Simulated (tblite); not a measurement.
Problem. Give a GFN2-xTB geometry of InChI=1S/C4H9FO3Si/c1-6-4(3-5)8-9-7-2/h3H,9H2,1-2H3/b4-3+.

Solution. 
```
atom  x, y, z in Å
C1     3.5785    0.0240    0.1316
O2     2.5475    0.5111    0.9434
Si3    1.0251    0.9092    0.6069
O4     0.3539   -0.4434   -0.0695
C5    -0.9416   -0.5686   -0.3521
C6    -1.3593   -1.7054   -0.9094
F7    -2.6498   -1.9688   -1.2450
O8    -1.6414    0.5358   -0.0028
C9    -3.0379    0.5709   -0.2258
H10    3.2298   -0.7960   -0.4982
H11    3.9676    0.8220   -0.5050
H12    4.3752   -0.3344    0.7846
H13    0.5235    1.1683    1.9415
H14    0.8962    1.9964   -0.3610
H15   -0.6920   -2.5170   -1.1359
H16   -3.3633    1.5419    0.1421
H17   -3.2725    0.4818   -1.2887
H18   -3.5482   -0.2218    0.3250
```

Any rigid rotation of these coordinates is as good. Atoms count from 1 in this order. Of the pairs four or more bonds apart, F7···C9 is among the closest relative to their van der Waals radii: 2.76 Å, 87 % of the sum of Bondi's values. O4 (silyl ether oxygen) is bent (angle 123.9°). Si3 (oxygen-bound silicon) is distorted tetrahedral (angles from 100.3° to 116.5°). The O–Si distances run from 1.609 Å (O2–Si3, drawn single) to 1.655 Å (Si3–O4, drawn single), a spread of 0.046 Å.

Bonds between heavy atoms (Å): C1–O2 1.400, O2–Si3 1.609, Si3–O4 1.655, O4–C5 1.332, C5=C6 1.333, C6–F7 1.359, C5–O8 1.353, O8–C9 1.415.

The geometry is computed with GFN2-xTB (gas phase).

Point group: C1 (no symmetry element, even within 0.4 Å). Its GFN2-xTB frequencies are all real (lowest 42 cm⁻¹). The numbers are those of one conformer (C1–O2–Si3–O4 56°, O2–Si3–O4–C5 172°, Si3–O4–C5–C6 179°, O4–C5–O8–C9 180°). 3 starts were optimised and ended at 0.00, 0.37 and 2.32 kcal/mol (GFN2-xTB); the lowest of these is shown.

Time: 1.4 s of wall time. Hardware: one thread, Arm Neoverse N1 (aarch64), shared host. These figures are those of the optimisation.
